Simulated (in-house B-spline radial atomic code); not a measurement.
A fraction x of an electron is removed from 1s in Be2+, starting from 1s2 and keeping the highest spin. Computed with a radial B-spline atomic code at the basis-set limit: non-relativistic BP86, spin-polarised, spherical fractional occupations, point nucleus.

| x | E(x) - E(0) (eV) | 1s down level (eV) |
| --- | --- | --- |
| 0 | 0.0000 | -132.482 |
| 0.07 | 9.3868 | -135.710 |
| 0.13 | 17.6122 | -138.471 |
| 0.25 | 34.5588 | -143.964 |
| 0.45 | 64.2539 | -152.935 |
| 0.5 | 71.9553 | -155.116 |
| 0.51 | 73.5086 | -155.548 |
| 0.63 | 92.4799 | -160.591 |
| 0.76 | 113.6886 | -165.585 |
